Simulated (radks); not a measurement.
Question: Radial electron density D(r) = 4 pi r^2 rho(r) of an atom or ion with 49 electrons. Method: Dirac Kohn-Sham, PBE, spin-unpolarised, spherical densities, point nucleus; computed with a radial shooting solver on a logarithmic mesh with Libxc functionals.

r (bohr),D(r) (e/bohr)
0.005515,22.82
0.008033,36.02
0.01161,50.66
0.0169,61.85
0.02462,62.73
0.03557,56.11
0.05181,58.53
0.07546,75.73
0.109,76.56
0.1588,56.66
0.2313,61.98
0.3341,57.53
0.4866,24.44
0.7088,20.95
1.024,18.23
1.492,7.159
2.172,2.254
3.139,0.6492
4.571,0.08653
6.658,0.009385
9.619,0.01335
14.01,0.003303
20.41,0.009101
29.48,0.008939
42.94,0.02063
62.54,0.01202

What is the nuclear charge?

Answer: Z = 49. The innermost maximum, from 1s, lies near gamma/Z bohr with gamma = sqrt(1 - (Z/c)^2) = 0.934, here 0.0191 bohr (found: 0.0210), and its height grows with Z. The density is that of neutral indium in [Kr] 4d10 5s2 6f1; the configuration itself is not fixed sharply by these data, and Z only to a few units. D(r) has 7 maxima, at r = 0.0210, 0.0922, 0.271, 0.812, 9.85, 25.1, 51.2 bohr, and minima at 0.0414, 0.178, 0.594, 6.99 bohr, inside which lie 2.05, 11.18, 29.01, 48.01 electrons.
